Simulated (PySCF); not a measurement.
C5H12N2.
Atom-mapped SMILES: `[CH3:1][C:2]([CH3:3])([CH3:4])/[CH:5]=[N:6]/[NH2:7]` (hydrogens: H8, H9, H10 on C1; H11, H12, H13 on C3; H14, H15, H16 on C4; H17 on C5; H18, H19 on N7)

Computed by this run: B3LYP/def2-SV(P) geometry optimisation, gas phase in PySCF; density fitting, grid level 1; the optimiser is geomeTRIC in internal coordinates, started from a GFN2-xTB structure.

Geometry at step 0:
```
atom  x, y, z in Å
C1     -1.4318   -0.6476    1.0308
C2     -0.5060   -0.1338   -0.0789
C3     -1.2527    0.9081   -0.9225
C4     -0.0586   -1.2956   -0.9635
C5      0.6784    0.5364    0.5536
N6      1.8629    0.1876    0.2905
N7      2.9104    0.8773    0.7866
H8     -1.7477    0.1676    1.6788
H9     -0.9201   -1.3920    1.6369
H10    -2.3186   -1.1058    0.5987
H11    -2.1355    0.4618   -1.3753
H12    -0.6085    1.2839   -1.7140
H13    -1.5684    1.7482   -0.3070
H14     0.4784   -2.0318   -0.3726
H15     0.6086   -0.9372   -1.7415
H16    -0.9211   -1.7718   -1.4243
H17     0.4541    1.3615    1.2454
H18     2.7310    1.4896    1.5834
H19     3.7355    0.3029    0.8757
```

**Question.** Give the atomic forces at this geometry.

**Answer.** 
| atom | Fx (eV/Å) | Fy (eV/Å) | Fz (eV/Å) |
| --- | --- | --- | --- |
| C1 | 0.272 | 0.138 | -0.305 |
| C2 | -0.150 | -0.145 | -0.050 |
| C3 | 0.224 | -0.281 | 0.224 |
| C4 | -0.135 | 0.350 | 0.252 |
| C5 | -0.469 | 0.048 | 0.024 |
| N6 | 0.786 | -0.263 | -0.195 |
| N7 | -0.003 | 0.154 | -0.175 |
| H8 | -0.227 | 0.403 | 0.409 |
| H9 | 0.218 | -0.407 | 0.375 |
| H10 | -0.536 | -0.256 | -0.173 |
| H11 | -0.528 | -0.180 | -0.276 |
| H12 | 0.289 | 0.248 | -0.456 |
| H13 | -0.216 | 0.501 | 0.272 |
| H14 | 0.317 | -0.444 | 0.226 |
| H15 | 0.375 | 0.080 | -0.444 |
| H16 | -0.466 | -0.285 | -0.269 |
| H17 | 0.007 | 0.367 | 0.237 |
| H18 | -0.017 | 0.069 | 0.260 |
| H19 | 0.259 | -0.098 | 0.064 |

The largest, 0.85 eV/Å, acts on N6; the rms over all components is 0.304 eV/Å. The forces sum to zero within rounding, as they must for an isolated molecule in no field.

**Question.** Give the force on N6 in Eh/bohr and in nN.

**Answer.** 0.851 eV/Å ÷ 51.422 = 0.01655 Eh/bohr, and 0.851 eV/Å × 1.602 = 1.36 nN.

**Question.** How far is this geometry from the end of the optimisation?

**Answer.** 0.088 eV above it, and 0.048 Å rms away after alignment. The bonds farthest from their final lengths, with half the difference of the two atoms' forces along the bond (positive lengthens):

```
  bond  now (Å)  final (Å)  force along bond (eV/Å)
C3–H11    1.088      1.106                    +0.39
C1–H10    1.088      1.106                    +0.39
 C1–H8    1.088      1.106                    +0.38
C4–H16    1.088      1.105                    +0.38
C3–H13    1.088      1.106                    +0.38
 C1–H9    1.088      1.105                    +0.36
```

The angle farthest from its final value is H18–N7–H19, 114.6° against 112.8°.

Of the 6 listed bonds off by 0.010 Å or more, this force points towards the final length in 6.

What follows is the cost of the whole optimisation. The run took 53 s wall on an Arm Neoverse N1 with one thread, shared host, and the process peaked at 0.57 GiB of memory.
